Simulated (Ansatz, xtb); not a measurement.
# C4H5NO2Si: which of two isomers lies lower

We compare a, `O=Cc1ncoc1[SiH3]`, a singlet, with b, `O=Cc1ocnc1[SiH3]`, a singlet. Both are isolated molecules in the gas phase, relaxed with r2SCAN-D4/def2-SVP; each stands in its lowest conformer found.

Energies in hartree; the thermal terms are from GFN2-xTB frequencies at re-optimised GFN2-xTB minima (ideal gas, soft modes damped towards free rotors, one conformer each, 298.15 K, 1 atm) and include the zero-point energy:

|  | a | b |
| --- | --- | --- |
| E, CCSD(T)/def2-SVP | −648.310730 | −648.307392 |
| E, MP2/def2-SVP | −648.223567 | −648.219920 |
| E, MP2/def2-TZVPP | −649.007921 | −649.004487 |
| zero-point energy | 0.080240 | 0.079791 |
| H(298 K) − E | 0.089169 | 0.088868 |
| G(298 K) − E | 0.047655 | 0.046945 |

Q: Correct the CCSD(T) difference for the basis set by the MP2 change, then work out ΔE, ΔE₀, ΔH and ΔG for a → b in kcal/mol (1 Eh = 627.51 kcal/mol) and the equilibrium ratio [b]/[a].

A: 1. Differences b − a: CCSD(T) +0.003338, MP2 in the small set +0.003647, MP2 in the large set +0.003434 Eh.
2. ΔE = +0.003338 + (+0.003434 − (+0.003647)) = +0.003125 Eh = +1.96 kcal/mol.
3. ΔE₀ = ΔE + ΔZPE = +0.003125 + (−0.000449) Eh = +1.68 kcal/mol.
4. ΔH = ΔE + (−0.000301) Eh = +1.77 kcal/mol.
5. ΔG = ΔE + (−0.000710) Eh = +1.52 kcal/mol, so ΔS = (ΔH − ΔG)/T = +3.6 J/(mol K).
6. kT = 0.9442 mEh, so K = [b]/[a] = exp(−ΔG/kT) = exp(−2.56) ≈ 0.077.

Structure a is favoured at this temperature. An error of 1 kcal/mol in ΔG would change K by a factor of 5.4. Mirror images and further conformers aren't counted.

As drawn, both hold the same kinds of bond in the same numbers.

Other levels gave ΔE = +2.5 (GFN2-xTB); +1.7 (HF/STO-3G, GFN2-xTB geometries); +1.0 (r2SCAN-D4/def2-SVP//GFN2-xTB); +1.4 (r2SCAN-D4/def2-SVP); +2.3 (HF/def2-SVP); +2.3 (MP2/def2-SVP); +2.1 (CCSD(T)/def2-SVP) kcal/mol. The correlated steps freeze 12 core orbitals. Programs: Ansatz 0.2.0, xtb 6.7.1.
